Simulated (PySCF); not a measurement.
C7H7NS (charge -1 and doublet state).
Geometry (GFN2-xTB, Å), atoms numbered from 1 in this order:
```
atom  x, y, z in Å
S1    -2.7645    1.1306    1.5458
C2    -2.2104   -0.0446    0.4967
C3    -1.5498    0.2605   -0.8066
C4    -0.1210    0.0900   -0.4219
C5     0.5224   -1.1614   -0.4925
C6     1.8036   -1.2933   -0.0187
N7     2.5225   -0.3016    0.5186
C8     1.9041    0.8857    0.5953
C9     0.6306    1.1332    0.1506
H10   -2.1483   -1.0672    0.8522
H11   -1.7713    1.2832   -1.1164
H12   -1.8466   -0.4427   -1.5958
H13    0.0079   -2.0115   -0.9244
H14    2.3189   -2.2489   -0.0770
H15    2.5016    1.6804    1.0324
H16    0.1927    2.1164    0.2501
```

The hyperfine couplings belong to this conformer and change with its torsions.

As a line formula: `[S-][CH]CC1=CC=NC=C1` [radical] (charge -1).

Computed with UKS B3LYP, pcH-1 on C H N S, non-relativistic, mean-field spin-orbit, GIAO (PySCF 2.14.0). Whether the extra electron is bound in the gas phase wasn't checked; a finite basis holds it in any case. The geometry wasn't refined by DFT: couplings that depend on bond lengths, twists or pyramidal angles can differ widely from those at the functional's own minimum, by a factor of two or more for some ions and for spin on atoms past the first row. The SCF solution wasn't tested for stability.

Question: Match the computed a_iso(13C) values +63.3, +41.6, -21.7, -4.1 MHz (means over equivalent nuclei) with the sites C2; C3; C4; C6/C8.

Answer: 
```tsv
site	a_iso (MHz)	ρ(0) (bohr⁻³)	position	distance from C2 (Å)	spin population	largest |T| (MHz)
C2	+63.3	+0.0561	largest spin population	0.00	+0.47	86.2
C3	-21.7	-0.0193	1 bond from C2	1.49	-0.05	1.1
C4	+41.6	+0.0371	2 bonds from C2	2.29	+0.10	19.1
C6/C8	-4.1	-0.0037	4 bonds from C2	4.23	-0.01	1.8
```

Question: The isotropic 1H couplings, averaged over equivalent nuclei, are -31.8, +30.7, -3.1, -0.4 MHz. Assign them to H10; H11/H12; H13/H16; H14/H15.

Answer: 
```json
{"site": "H10", "a_iso (MHz)": "-31.8", "ρ(0) (bohr⁻³)": "-0.0071", "position": "1 bond from C2", "distance from C2 (Å)": "1.08", "bound to": "C2", "spin population there": "+0.47", "largest |T| (MHz)": "20.5"}
{"site": "H11/H12", "a_iso (MHz)": "+30.7", "ρ(0) (bohr⁻³)": "+0.0069", "position": "2 bonds from C2", "distance from C2 (Å)": "2.15", "bound to": "C3", "spin population there": "-0.05", "largest |T| (MHz)": "4.5"}
{"site": "H13/H16", "a_iso (MHz)": "-3.1", "ρ(0) (bohr⁻³)": "-0.0007", "position": "4 bonds from C2", "distance from C2 (Å)": "3.26", "bound to": "C5/C9", "spin population there": "+0.05", "largest |T| (MHz)": "2.5"}
{"site": "H14/H15", "a_iso (MHz)": "-0.4", "ρ(0) (bohr⁻³)": "-0.0001", "position": "5 bonds from C2", "distance from C2 (Å)": "5.06", "bound to": "C6/C8", "spin population there": "-0.01", "largest |T| (MHz)": "1.5"}
```

ρ(0) is the spin density at the nucleus and T the dipolar tensor; a_iso includes a spin–orbit part; entries for several nuclei are means. Largest spin populations (Mulliken): C2 (+0.47), S1 (+0.29), N7 (+0.10) and C4 (+0.10). Main spin sites, with 60 % or more of the largest population: S1, C2; positions count bonds from the nearest.

Examples of negative spin density at the nucleus (bohr⁻³): C3 (-0.0193), H10 (-0.0071) and C6/C8 (-0.0037).

Nuclei that the bonding pattern makes equivalent are averaged, as if the motion that swaps them (rotation, inversion, ring flip) were fast. The 1H value of +30.7 MHz is a mean of couplings from 12.7 to 48.7 MHz in this one geometry, not an average over conformers.

C2, the radical centre as drawn in `[S-][CH]Cc1ccncc1`, holds a spin population of +0.47 out of 1.
